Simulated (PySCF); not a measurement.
SMILES C(O[B]OCC)C, doublet, GFN2-xTB optimised geometry.

```
17

C      1.81    -2.13    -1.44
C      1.81    -1.49    -0.06
O      1.00    -0.35     0.00
B     -0.36    -0.35     0.00
O     -0.92     0.89     0.00
C     -2.29     1.16     0.06
C     -2.88     0.83     1.43
H      0.80    -2.46    -1.69
H      2.13    -1.41    -2.19
H      2.47    -2.99    -1.46
H      2.83    -1.16     0.19
H      1.49    -2.23     0.69
H     -2.40     2.23    -0.15
H     -2.83     0.60    -0.71
H     -2.76    -0.23     1.64
H     -2.37     1.40     2.20
H     -3.94     1.09     1.45
```

Density from unrestricted B3LYP/def2-SVP in PySCF 2.14.0 at that geometry.

Minimum of the electron density along straight lines between bonded atoms, close to the bond critical point (lines longer than 1.1 times the sum of covalent radii, or with two minima, are not listed):

```
bond    length / Å  ρ at the minimum / e bohr⁻³  ∇²ρ there / e bohr⁻⁵  position (fraction from the first atom)
------  ----------  ---------------------------  --------------------  ---------------------------------------
C1–C2        1.526                        0.249                 -0.59                                     0.49
C2–O3        1.404                        0.254                 -0.31                                     0.34
O3–B4        1.359                        0.199                  1.13                                     0.67
B4–O5        1.359                        0.199                  1.12                                     0.33
O5–C6        1.404                        0.254                 -0.31                                     0.66
C6–C7        1.526                        0.249                 -0.59                                     0.51
C1–H8        1.088                        0.277                 -1.02                                     0.63
C1–H9        1.087                        0.278                 -1.03                                     0.63
C1–H10       1.087                        0.277                 -1.02                                     0.62
C2–H11       1.096                        0.284                 -1.08                                     0.63
C2–H12       1.100                        0.280                 -1.05                                     0.63
C6–H13       1.096                        0.284                 -1.08                                     0.63
C6–H14       1.100                        0.280                 -1.05                                     0.63
C7–H15       1.088                        0.277                 -1.02                                     0.63
C7–H16       1.087                        0.278                 -1.03                                     0.63
C7–H17       1.087                        0.277                 -1.02                                     0.62
```
